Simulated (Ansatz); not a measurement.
Born–Oppenheimer molecular dynamics of a periodic cell of 16 atoms, Cl (packed as 8 Cl2, density as packed 1.57 g/cm³ with natural masses). It starts from a partly relaxed structure (largest force component 0.17 eV/Å).

These are results of DFT PBE-D3(BJ), scalar-relativistic, plane waves, PAW (Ansatz), not measurements. Settings: accuracy low, cutoff 420 eV, k mesh 1x1x1, fermi-dirac smearing 0.05 eV, no spin polarisation.

```json
{"ensemble": "NVT, Langevin thermostat", "time step": "2 fs", "steps asked": "300", "set temperature": "1500 K", "friction": "0.02 /fs", "seed": "936881"}
```

First frame:

```xyz
16
Lattice="8.4343 0.0000 0.0000 0.0000 8.4343 0.0000 0.0000 0.0000 8.4343" Properties=species:S:1:pos:R:3
Cl 3.301 5.934 6.389
Cl 3.035 5.734 4.369
Cl 8.104 2.232 7.078
Cl 8.278 2.312 5.043
Cl 1.445 4.165 0.171
Cl 2.721 5.479 1.079
Cl 3.668 2.250 6.582
Cl 4.854 0.721 5.990
Cl 4.514 7.442 2.270
Cl 5.030 8.093 0.402
Cl 1.524 0.439 2.073
Cl -0.040 1.737 1.982
Cl 6.452 6.518 5.319
Cl 7.960 6.856 4.019
Cl 4.862 2.621 2.757
Cl 6.154 3.775 1.743
```

What does the run give?

The run went to its last step.

```yaml
steps_done: 300
time_covered: 600 fs
mean_temperature_over_the_second_half: 1384 K
spread_of_the_potential_energy_over_the_second_half: 21.7 meV per atom
mean_potential_energy_of_the_second_half_above_the_start: 106.7 meV per atom
```

A run of 0.6 ps of so small a system gives no equilibrium averages. Limits of this set-up: coarse k mesh, low accuracy level.

What happens to the structure?

Mean squared displacements from the first frame to the last, about the centre of mass: Cl 1.66 Å². The details hang on the random start.

How do temperature and energy run in time?


```
time (fs)  T (K)  potential energy less start (eV)
      0.0   1406                             0.000
     20.0   1758                             0.488
     40.0   1782                             1.146
     60.0   1536                             1.633
     80.0   1174                             2.714
    100.0   1546                             2.519
    120.0   1877                             2.019
    140.0   1464                             1.622
    160.0   1110                             2.054
    180.0   1733                             2.670
    200.0   2150                             1.922
    220.0   1929                             2.002
    240.0   1384                             2.204
    260.0   1696                             1.657
    280.0   1814                             1.157
    300.0   1489                             1.590
    320.0   1408                             1.371
    340.0    966                             1.603
    360.0   1893                             1.366
    380.0   1740                             1.610
    400.0   1562                             1.774
    420.0   1784                             2.108
    440.0   1509                             1.907
    460.0   1289                             1.814
    480.0   1734                             1.942
    500.0   1301                             2.075
    520.0   1023                             1.890
    540.0   1181                             2.027
    560.0   1457                             1.410
    580.0   1313                             1.197
    600.0   1138                             1.058
```

Time of the run: 7.3 min on 1 thread of Intel(R) Xeon(R) 6975P-C (Granite Rapids), with other jobs on the host, peak memory 0.56 GiB.
